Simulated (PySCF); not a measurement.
# Worked example: chemical shift, span and skew from a shielding tensor

C₂H₆Ga, SMILES [Ga+]([CH3])[CH3], charge +1. Atoms are numbered in the order given.

```xyz
9

Ga     0.0000     0.0000     0.0000
C      0.0000     0.0000    -1.9038
H      0.9083     0.5042    -2.2713
H     -0.8908     0.5345    -2.2713
H     -0.0175    -1.0387    -2.2713
C      0.0000     0.0000     1.9038
H      0.9083    -0.5042     2.2713
H     -0.8908    -0.5345     2.2713
H     -0.0175     1.0387     2.2713
```
Charge +1, spin multiplicity 1.

Geometry: r2SCAN-D4/def2-SVP. A frequency run showed that this geometry is not a minimum. The spin state was assumed, not searched. The isomer is the one that the SMILES or the coordinates give; other isomers of the formula were not compared.

GIAO shieldings from PySCF with KT2/pcSseg-1, non-relativistic, no solvent. The symmetric part of the tensor of C2 has the principal values 149.8, 149.8, 207.7 ppm. The same nucleus in TMS has σ = 185.1 ppm at this level (PySCF, at its B3LYP-D3(BJ)/def2-TZVP geometry).

Q: Work out the isotropic shielding, the ¹³C shift against TMS, the span and the skew.

A: 
σ(iso) = (σ11 + σ22 + σ33)/3 = 169.1 ppm. δ = σ(ref) − σ(iso) = 185.1 − (169.1) = 16.0 ppm.
Span Ω = σ33 − σ11 = 57.9 ppm. Skew κ = 3(σ(iso) − σ22)/Ω = 1.00, an axial tensor. Tumbling in solution averages the tensor to δ; in a static solid the shielding alone would spread this spin-1/2 line over Ω.
